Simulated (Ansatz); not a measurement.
Two isomers of C2H5NSi: A = `C#C[SiH2]N`, B = `N#CC[SiH3]`.

Isolated molecules relaxed with PBE0-D4/def2-TZVP in Ansatz; ΔE leaves out vibrations. CCSD(T)/CBS adds triple-zeta CCSD(T) − MP2 to the extrapolated MP2 energy (def2 sets, frozen cores). DFT in def2-TZVPP. B3LYP here is the variant with VWN-RPA as its local correlation; programs differ in this. Each species was taken in one conformer, which may not be the lowest.

Task: Which isomer does CCSD(T)/CBS put lower? Give the gap. (Best estimate.)

Result: The calculation gave: B, by 17.4 kJ/mol.

Task: Give E(B) − E(A) in kJ/mol with MP2/def2-TZVPP, B3LYP-D4, PBE-D4, HF/def2-TZVPP, B2PLYP, LDA (SPW92), PBE0-D4. (Best estimate.)

Result: The calculation gave: MP2/def2-TZVPP -25.1, B3LYP-D4 -26.7, PBE-D4 -35.4, HF/def2-TZVPP -31.0, B2PLYP -26.0, LDA (SPW92) -26.2, PBE0-D4 -32.7. None reverses the order clearly.

Task: Does the order hold for the free energy at 298.15 K (harmonic terms from PBE0-D4)? (Estimate.)

Result: Ansatz gave: Yes: G(B) − G(A) = -20.7 kJ/mol, for one conformer each.

Largest T1 diagnostic: 0.013.

At CCSD(T), def2-SVP lies −49.2 kJ/mol from the extrapolated value and def2-TZVPP −11.8 kJ/mol. Leaving LDA and LC-ωPBE aside and taking each functional with its dispersion term where it has one, the values, not all of them listed here, spread over 16.6 kJ/mol, from revPBE-D4 to BHLYP-D4. LDA lies +9.1 kJ/mol from PBE without D4.
